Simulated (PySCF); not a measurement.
One molecule, one basis, several functionals.

Species: lithium potassium, KLi.
SMILES: `[K][Li]`

PySCF, def2-SVPD basis, density fitting, gas phase, PBE0-D3(BJ)/def2-SVP geometry; triplets by Tamm–Dancoff TDDFT and ionisation energies by ΔSCF, from the lowest of the holes tried. One functional is left out:

```tsv
functional	exact exchange (%)	HOMO energy (eV)	LUMO energy (eV)	lowest triplet excitation (eV)	dipole moment (D)	mean polarisability (au)	vertical ionisation energy (eV)
LDA	0	-2.90	-1.82	0.79	1.949	319.0	4.71
PBE	0	-2.83	-1.74	0.73	2.640	321.9	4.61
B3LYP	20	-3.19	-1.46	0.80	2.506	313.9	4.65
BHandHLYP	50	-3.61	-0.89	0.81	2.982	315.8	4.46
```

Task: Predict the row of PBE0 (25 % exact exchange) by straight lines through the other rows, and check it.

Result: 
| property | line | computed | computed − line | B3LYP (20 %), for comparison |
| --- | --- | --- | --- | --- |
| HOMO energy (eV) | -3.24 | -3.26 | -0.02 | -3.19 |
| LUMO energy (eV) | -1.34 | -1.30 | +0.04 | -1.46 |
| lowest triplet excitation (eV) | 0.79 | 0.72 | -0.07 | 0.80 |
| dipole moment (D) | 2.622 | 3.167 | +0.545 | 2.506 |
| mean polarisability (au) | 316.9 | 326.2 | +9.3 | 313.9 |
| vertical ionisation energy (eV) | 4.58 | 4.51 | -0.07 | 4.65 |
